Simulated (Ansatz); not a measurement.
F₃Ga, singlet, geometry from GFN2-xTB (such geometries of metal compounds can be far from the true shape); R2SCAN/6-311G** (Ansatz, an electronic-structure program).

The Ansatz input:
Ansatz 0.2 input:
```yaml
crystal:
  periodic: [false, false, false]
  atoms:
    - {symbol: Ga, position_ang: [0.00000000, 0.00000000, 0.00000000]}
    - {symbol: F, position_ang: [-1.46913290, -0.91659287, 0.05150673]}
    - {symbol: F, position_ang: [0.00422448, 1.59195676, -0.68322965]}
    - {symbol: F, position_ang: [1.46490843, -0.67536388, 0.63172292]}
basis:
  gaussian:
    orbitals: 6-311G__.json
    fitting: {mean_field: cc-pVTZ-JKFIT}
hamiltonian:
  xc: r2scan
```
The basis file holds 6-311G** in the JSON format of the Basis Set Exchange.

Output, abridged:

```
Functional definition: r2SCAN
444 factors; integrals over basis functions are off by at most 7.7e-1 eV
mean field evaluation 1: about -60522.9278 eV, gradient 6.8e1 eV
mean field evaluation 2: about -60495.6945 eV, gradient 1.5e2 eV
mean field evaluation 4: about -60529.4057 eV, gradient 2.8e0 eV
mean field evaluation 8: about -60529.4084 eV, gradient 2.4e-2 eV
mean field -60529.40835229 eV, -2224.4147286401 hartree, gradient 2.6e-5 eV, S^2 0.000000; 0 other end points of the search recorded, 0 dependent functions left out
reference -60529.40837753 eV, -2224.4147295676 hartree; 29, 29 occupied and 69, 69 virtual orbitals, 444 factors
Total energy: -60529.40837753 eV, -2224.4147295676 hartree
```
